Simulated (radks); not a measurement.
W III, configuration [Xe] 4f14 5d4 (the NIST ground configuration). All-electron calculation, scalar-relativistic Kohn-Sham, r2SCAN, spin-unpolarised, spherical densities, finite nucleus; meta-GGA in the generalised Kohn-Sham scheme; Fermi nuclear charge, rms radius 5.3658 fm. Program: a radial shooting solver on a logarithmic mesh with Libxc functionals.

Normalised radial functions P(r) = r R(r), r in bohr:

```
   r/bohr * 5p, o 5d (the largest magnitude, 0.995, reaches the edge; | marks zero, & curves that meet)
0.0009058                             &
 0.001406                             &
 0.002166                             &
 0.003364                             &
 0.005181                             o*
 0.007981                             o*
  0.01239                             o  *
  0.01909                             o   *
  0.02964                             |o    *
  0.04565                             | o    *
  0.07088                             | *  o
   0.1092                      *      |     o
   0.1682                    *        |   o
   0.2611                         o   |    *
   0.4022                   o         |             *
   0.6245                       *     o
    0.962  *                          |              o
    1.494       *                     |                     o
    2.301                      *      |               o
    3.544                            *|      o
    5.503                             *o
```

5p: eigenvalue -60.517 eV, 3 radial nodes at r = 0.0790, 0.230, 0.571 bohr, <r> = 1.25 bohr, 90 % of the charge inside 1.82 bohr. 5d: eigenvalue -19.733 eV, 2 radial nodes at r = 0.211, 0.632 bohr, <r> = 1.86 bohr, 90 % of the charge inside 2.89 bohr.
